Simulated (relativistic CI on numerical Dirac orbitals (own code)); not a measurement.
H: computed level list

Calculated at this level of theory: Dirac equation for one electron, model QED (radiative potential, 1s self-energy scaled to tabulated hydrogen-like ionisation energies) (own radial code, finite nucleus).

CI space: 1s, 2p, 2s, 3p, 3s, 3d, 4p, 4s, 4d, 4f, 5p, 5s, 5d, 5f, 5g, 6s, 6p, 6d. Levels of other configurations are missing.

The lowest level is 1s ²S1/2, with 100 % of that term; Hund's rules for 1s give ²S with J = 1/2, in agreement.

```
No.  Configuration  Term    J   E (eV)    %  Landé g  Lifetime (s)
  1             1s    ²S  1/2   0.0000  100    2.002              
  2             2p   ²P°  1/2  10.1988  100    0.666      1.60e-09
  3             2s    ²S  1/2  10.1988  100    2.002              
  4             2p   ²P°  3/2  10.1988  100    1.334      1.60e-09
  5             3p   ²P°  1/2  12.0875  100    0.666      5.28e-09
  6             3s    ²S  1/2  12.0875  100    2.002      1.59e-07
  7             3d    ²D  3/2  12.0875  100    0.800      1.55e-08
  8             3p   ²P°  3/2  12.0875  100    1.334      5.28e-09
  9             3d    ²D  5/2  12.0875  100    1.200      1.55e-08
 10             4p   ²P°  1/2  12.7485  100    0.666      1.23e-08
 11             4s    ²S  1/2  12.7485  100    2.002      2.27e-07
 12             4d    ²D  3/2  12.7485  100    0.800      3.62e-08
 13             4p   ²P°  3/2  12.7485  100    1.334      1.23e-08
 14             4f   ²F°  5/2  12.7485  100    0.857      7.26e-08
 15             4d    ²D  5/2  12.7485  100    1.200      3.62e-08
 16             4f   ²F°  7/2  12.7485  100    1.143      7.26e-08
 17             5p   ²P°  1/2  13.0545  100    0.666      2.38e-08
 18             5s    ²S  1/2  13.0545  100    2.002      3.53e-07
 19             5d    ²D  3/2  13.0545  100    0.800      6.97e-08
 20             5p   ²P°  3/2  13.0545  100    1.334      2.38e-08
 21             5f   ²F°  5/2  13.0545  100    0.857      1.40e-07
 22             5d    ²D  5/2  13.0545  100    1.200      6.97e-08
 23             5g    ²G  7/2  13.0545  100    0.889      2.35e-07
 24             5f   ²F°  7/2  13.0545  100    1.143      1.40e-07
 25             5g    ²G  9/2  13.0545  100    1.111      2.35e-07
 26             6p   ²P°  1/2  13.2207  100    0.666      4.09e-08
 27             6s    ²S  1/2  13.2207  100    2.002      5.36e-07
 28             6d    ²D  3/2  13.2207  100    0.800      1.19e-07
 29             6p   ²P°  3/2  13.2207  100    1.334      4.09e-08
 30             6d    ²D  5/2  13.2207  100    1.200      1.19e-07
```

Energies count from the lowest computed level; ° marks odd parity; lifetimes are radiative, by E1, M1, E2, M2, E3 decay to levels of this space only; some are left blank where a channel outside the calculation adds to the decay or the decay crosses a small, uncertain gap.
